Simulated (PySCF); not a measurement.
Parent: `[O:1]=[C:2]1[CH:3]=[CH:4][C:5](=[O:6])[CH:7]=[CH:8]1`, C6H4O2.

Method used: HF/def2-SVP geometry optimisation, gas phase (PySCF). One conformer each, not checked by frequencies here.

| coordinate of the parent | value |
| --- | --- |
| O1=C2 | 1.189 Å |
| C2–C3 | 1.491 Å |
| C3=C4 | 1.327 Å |
| C4–C5 | 1.491 Å |
| C5=O6 | 1.189 Å |
| C5–C7 | 1.491 Å |
| C7=C8 | 1.327 Å |
| C2–C8 | 1.491 Å |
| O1–C2–C3 | 121.5° |
| O1–C2–C8 | 121.5° |
| C3–C2–C8 | 116.9° |
| C2–C3–C4 | 121.5° |
| C3–C4–C5 | 121.5° |
| C4–C5–O6 | 121.5° |
| C4–C5–C7 | 117.0° |
| O6–C5–C7 | 121.5° |
| C5–C7–C8 | 121.5° |
| C2–C8–C7 | 121.5° |

Question: How does the shared frame change in `[O:1]=[C:2]1[CH:3]=[CH:4][C:5](=[O:6])[C:7]([F:8])=[CH:9]1`, C6H3FO2? Atoms pair as O1 = O1, C2 = C2, C3 = C3, C4 = C4, C5 = C5, O6 = O6, C7 = C7, C8 = C9 (parent first).

Answer: 
```
  parent  relative  value in the relative  change
   O1=C2     O1=C2                1.188 Å  -0.001
   C2–C3     C2–C3                1.494 Å  +0.003
   C3=C4     C3=C4                1.326 Å  -0.001
   C4–C5     C4–C5                1.488 Å  -0.003
   C5=O6     C5=O6                1.184 Å  -0.005
   C5–C7     C5–C7                1.500 Å  +0.009
   C7=C8     C7=C9                1.322 Å  -0.005
   C2–C8     C2–C9                1.486 Å  -0.005
O1–C2–C3  O1–C2–C3                 121.1°    -0.4
O1–C2–C8  O1–C2–C9                 121.7°    +0.2
C3–C2–C8  C3–C2–C9                 117.3°    +0.4
C2–C3–C4  C2–C3–C4                 121.8°    +0.3
C3–C4–C5  C3–C4–C5                 121.6°    +0.1
C4–C5–O6  C4–C5–O6                 123.0°    +1.5
C4–C5–C7  C4–C5–C7                 115.9°    -1.1
O6–C5–C7  O6–C5–C7                 121.2°    -0.3
C5–C7–C8  C5–C7–C9                 123.0°    +1.5
C2–C8–C7  C2–C9–C7                 120.4°    -1.1
```

Of the parent's bonds, C5–C7 changes most (+0.009 Å). Bonds of the relative outside the shared frame: C7–F8 1.303 Å. Point group D2h → Cs.
